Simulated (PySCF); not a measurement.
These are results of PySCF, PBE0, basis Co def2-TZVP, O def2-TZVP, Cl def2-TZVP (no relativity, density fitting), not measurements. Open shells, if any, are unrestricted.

Task: What spin state, shape and geometry does isolated CoOCl take (every ligand bound to Co)?

Result: Formally Co is in oxidation state +3, d6, with 4 unpaired electrons (the high-spin count). The Mulliken spin on Co is 2.85. The polar-tensor charge on Co, 1.09, is far below the formal one. The lowest minimum found is a quintet of C∞v symmetry with Co–Cl 2.123 Å, Co–O 1.620 Å; Cl–Co–O 180.0°. Its harmonic wavenumbers are 99 (π), 415 (σ+), 878 (σ+) cm⁻¹ and its dipole moment is 0.19 D.

This need not be the most stable arrangement of these atoms. Open d and f shells are described by one determinant, and the ground state may have another occupation or spin.
